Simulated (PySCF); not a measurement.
## Frontier levels across methods

Species: C₅H₁₁NO.
Atom-mapped SMILES: `[CH3:1][C:2]([CH3:3])([CH3:4])[C:5]([NH2:6])=[O:7]` (hydrogens: H8, H9, H10 on C1; H11, H12, H13 on C3; H14, H15, H16 on C4; H17, H18 on N6)

Geometry (PBE0-D3(BJ)/def2-SVP, Å), atoms numbered from 1 in this order:
```xyz
18
C5H11NO angstrom
C     -0.1924    0.2962    1.4206
C     -0.3816    0.0336   -0.0786
C     -1.7931   -0.4842   -0.3371
C     -0.1501    1.3244   -0.8735
C      0.6165   -1.0453   -0.5374
N      1.9314   -0.7269   -0.3965
O      0.2646   -2.1140   -0.9927
H      0.8004    0.7123    1.6524
H     -0.9432    1.0198    1.7747
H     -0.3140   -0.6299    2.0026
H     -2.5350    0.2623   -0.0148
H     -1.9731   -1.4214    0.2071
H     -1.9447   -0.6958   -1.4046
H      0.8434    1.7613   -0.6879
H     -0.2427    1.1460   -1.9555
H     -0.8986    2.0808   -0.5898
H      2.6185   -1.4120   -0.6806
H      2.2433    0.1535   -0.0172
```

Basis pcSseg-1 throughout (PySCF), one geometry. One conformer (not necessarily the lowest) at the PBE0-D3(BJ)/def2-SVP geometry, without solvent, vibrations or thermal averaging.

Q: How do the orbital energies, the gap and the dipole change with the method?

A: 
```tsv
method	kind	HOMO (eV)	LUMO (eV)	gap (eV)	μ (D)	SCF cycles
BLYP	GGA	-5.40	-0.05	5.34	3.48	16
OPBE	GGA	-5.43	-0.04	5.39	3.47	16
BP86	GGA	-5.63	-0.28	5.35	3.50	15
LDA	LDA	-5.69	-0.44	5.24	3.55	16
KT2	GGA	-5.72	-0.17	5.54	3.43	16
PBE0	global hybrid	-7.14	0.89	8.02	3.63	14
CAM-B3LYP	range-separated hybrid	-8.59	1.74	10.33	3.68	13
BHandHLYP	global hybrid	-8.71	1.59	10.30	3.78	13
LC-wPBE	range-separated hybrid	-9.91	3.12	13.03	3.70	14
```

The HOMO spans 4.51 eV, from BLYP down to LC-wPBE, and the gap runs from 5.24 eV (LDA) to 13.03 eV (LC-wPBE). Over the methods BLYP (0 %), OPBE (0 %), BP86 (0 %), LDA (0 %), KT2 (0 %), PBE0 (25 %), BHandHLYP (50 %), a straight line through the gap against the share of exact exchange rises by 1.00 eV for each 10 % (correlation coefficient 0.998). The dipole ranges from 3.43 D (KT2) to 3.78 D (BHandHLYP). This basis has no diffuse functions.

The vertical ΔSCF ionisation energy at wB97X-D/def2-SVPD is 9.43 eV; −ε(HOMO) comes closest to it with LC-wPBE (9.91 eV).
